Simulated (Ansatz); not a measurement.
`COC(F)Br` + H₂ → `FCBr` + CH₃OH at 298.15 K and 1 bar (hydrogenolysis of a C–O bond).

Calculated with Ansatz (gas phase, PBE0-D4/def2-TZVP geometries, no zero-point term in ΔE). CBS: MP2 limit from def2 TZ/QZ plus the TZ coupled-cluster correction, frozen cores. This one scheme is used for every species. For Br outer-core shells are correlated without core-valence functions, which leaves a few kJ/mol of doubt a bond. Scalar relativity is left out up to krypton. Each species was taken in one conformer, which may not be the lowest.

```
   species  CCSD(T)/CBS energy (Eh)  H − E (kJ/mol)  S (J/(mol·K))
`COC(F)Br`              -2826.77211           183.5          333.2
        H₂                 -1.17544            35.1          130.4
    `FCBr`              -2712.35054            91.8          275.9
     CH₃OH               -115.61712           146.3          238.2
```

H − E and S are ideal-gas, rigid-rotor, harmonic terms from PBE0-D4/def2-TZVP, for one conformer and one mirror image of each species. For small species the MP2-based limit differs from directly extrapolated CCSD(T) by up to some mEh (0.8 for H₂); such offsets cancel only in part. 1 Eh = 2625.50 kJ/mol, R = 8.31446 J/(mol·K).

Task: By hand: ΔE, ΔH, ΔS and ΔG.

Result: ΔE = (-2712.35054) + (-115.61712) − (-2826.77211) − (-1.17544) = -0.02011 Eh = -52.8 kJ/mol. Δ(H − E) = 91.8 + 146.3 − 183.5 − 35.1 = 19.5, so ΔH = -33.3 kJ/mol. ΔS = 275.9 + 238.2 − 333.2 − 130.4 = 50.5 J/(mol·K). ΔG = -33.3 − 298.15 × (50.5)/1000 = -48.4 kJ/mol.

Task: By hand: the equilibrium constant, and the temperature at which ΔG would vanish if ΔH and ΔS stayed fixed.

Result: log₁₀ K = −ΔG/(RT ln 10) = 8.5. ΔH and −TΔS have one sign here, so there is no such temperature.

TΔS isn't small against ΔH here. A doubt of 5 kJ/mol in ΔE shifts log₁₀ K by 0.9 here. Other conformers and mirror images would add mixing entropy, several J/(mol·K) or more a flexible species. These are equilibria of isolated gas molecules and say nothing of rates. Largest T1 diagnostic: 0.010 (customary marks: 0.02 for closed shells, 0.045 for open ones).
